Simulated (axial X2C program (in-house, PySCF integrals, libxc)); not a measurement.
## NSmO⁺: the levels of the configuration f(δφ)2 f(π)0

Computed with an in-house all-electron X2C program for linear molecules (integrals from PySCF): two-component X2C with atomic mean-field Coulomb and Gaunt terms, basis N dyall-v2z, Sm dyall-v2z, O dyall-v2z (cores contracted in-house). Orbitals come from Hartree–Fock averaged over the configuration Sm f(δφ)2 f(π)0; CI then distributes these electrons over the f(δφ), f(π) shells of Sm.

N–Sm–O held linear, bonds 1.627 and 1.720 Å (the second held) (near the minimum of the configuration average).

Active spinors (ω > 0):

```
shell    ω  ε (eV)                    character
f(δφ)  5/2   -9.31                    100% Sm f
f(δφ)  3/2   -9.26                     99% Sm f
f(δφ)  7/2   -8.54                    100% Sm f
f(δφ)  5/2   -8.32                    100% Sm f
 f(π)  1/2   -3.87  35% Sm p, 35% Sm f, 16% N p
 f(π)  3/2   -1.95   56% Sm f, 31% Sm p, 5% N p
```

Lowest levels of this model:

| Ω | energy (cm⁻¹) | g∥ | configuration |
| --- | --- | --- | --- |
| 4 | 0 | 6.14 | 100% f(δφ)2 |
| 5 | 4639 | 10.05 | 100% f(δφ)2 |
| 0 | 5139 | 0.00 | 100% f(δφ)2 |
| 1 | 7936 | 3.35 | 100% f(δφ)2 |
| 6 | 8065 | 13.94 | 100% f(δφ)2 |
| 1 | 15414 | 2.48 | 100% f(δφ)2 |
| 0 | 15679 | 0.00 | 100% f(δφ)2 |
| 2 | 15885 | 5.91 | 100% f(δφ)2 |
| 0 | 18546 | 0.00 | 100% f(δφ)2 |
| 0 | 20577 | 0.00 | 100% f(δφ)2 |
| 1 | 24499 | 2.15 | 100% f(δφ)2 |
| 6 | 27756 | 12.07 | 100% f(δφ)2 |

g∥ is the magnitude of 2⟨Lz + ge Sz⟩ for the +Ω component.

Problem. From Ω and g∥ of the lowest level, whose 2⟨Lz + ge Sz⟩ is positive, find ⟨Sz⟩ and ⟨Lz⟩ (ge = 2.0023).

Solution. Ω = ⟨Lz⟩ + ⟨Sz⟩ = 4 and ⟨Lz⟩ + ge⟨Sz⟩ = 3.070, so ⟨Sz⟩ = -0.93 and ⟨Lz⟩ = 4.93.

Occupations of the active spinors in the lowest level by ω, shell by shell in order of energy: -7/2: 0.00; -5/2: 0.00 0.00; -3/2: 0.00 0.00; -1/2: 0.00; 1/2: 0.00; 3/2: 1.00 0.00; 5/2: 0.81 0.19; 7/2: 0.00. The leading determinant has weight 0.81 among 5.

This point took 1.1 s on 1 thread of Arm Neoverse V2 (shared host).

There is no dynamic correlation: spin–orbit spacings and, for f shells, spacings inside one term are the most reliable numbers, splittings between terms come out too wide, and energies between configurations are not reliable, so the lowest level need not be the ground state of the molecule. At most 6 roots were kept for each Ω > 0 (twice that for Ω = 0) within 3.5 eV of the lowest, so higher up levels can be missing between those listed; levels with Ω > 0 are doubly degenerate and listed once, Ω = 0 levels singly. Some active spinors are only partly of the character that their shell is named for, so the shell names and counts are nominal. States that fill the shells left empty in the average are placed too high. The molecule was held linear; bending was not examined.
